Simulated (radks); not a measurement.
Problem. Valence configurations of Dy III (all share [Xe]). Method: scalar-relativistic Kohn-Sham, SCAN, spin-polarised, spherical densities, finite nucleus; open shells are filled with parallel spins first (spin-orbit coupling, left out, can overturn this in heavy ions); meta-GGA in the generalised Kohn-Sham scheme; Fermi nuclear charge, rms radius 5.2218 fm; computed with a radial shooting solver on a logarithmic mesh with Libxc functionals. Order these by energy: 4f8 5d2; 4f9.5 6p0.5; 4f9 5d1; 4f9 6p1; 4f8 6p2; 4f10; 4f8 5d1 6p1; 4f7 5d1 6s1 6p1.

Solution. From the lowest, in eV above it: 4f10 0.000; 4f9 5d1 2.604; 4f9.5 6p0.5 3.052; 4f9 6p1 7.636; 4f8 5d2 8.726; 4f8 5d1 6p1 15.215; 4f8 6p2 22.564; 4f7 5d1 6s1 6p1 29.879. NIST lists [Xe] 4f10 as the ground configuration; this level of theory agrees among the configurations tried. The energies are those of spherical high-spin densities, not of single terms. No valid solution was reached for [Xe] 4f9 6s1; [Xe] 4f8 6s2.
